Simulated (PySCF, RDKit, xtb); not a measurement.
Noncovalent pair: N2 (SMILES N#N) (first 2 atoms) with C2H6 (SMILES CC); geometry from B3LYP-D3(BJ)/def2-TZVP, rigid monomers moved along the line of their centres of mass till N1···H5 is 2.63 Å.
(charge 0, multiplicity 1):
```xyz
10

N     -0.47720    -0.12635    -0.24761
N      0.60679    -0.23257    -0.30762
C     -0.66561     0.40879     3.15907
C      0.64601    -0.35427     2.99885
H     -1.15873     0.56097     2.19708
H     -0.50054     1.39208     3.60400
H     -1.36246    -0.13154     3.80286
H      0.48237    -1.33724     2.55265
H      1.13545    -0.50800     3.96256
H      1.34549     0.18539     2.35748
```

Counterpoise-corrected where a basis set is named; no monomer relaxation. Rows marked so take none. RDKit's UFF carries no charges.

Rows in 3-21G, 6-31G* carry no dispersion term and start afresh at each structure (6-31G* with six Cartesian d functions).

The values were computed with PySCF for 3-21G rows, 6-31G* rows; RDKit for the force fields; xtb for the GFN methods. 

Problem. One of these levels gives 0.37 kcal/mol for the interaction energy. Name it.
(A) GFN1-xTB
(B) UFF
(C) B3LYP/3-21G (no counterpoise)
(D) B3LYP/6-31G* (no counterpoise)

Solution. D, B3LYP/6-31G* (no counterpoise). The others give -0.10 (UFF), -0.97 (GFN1-xTB), -1.28 (B3LYP/3-21G (no counterpoise))
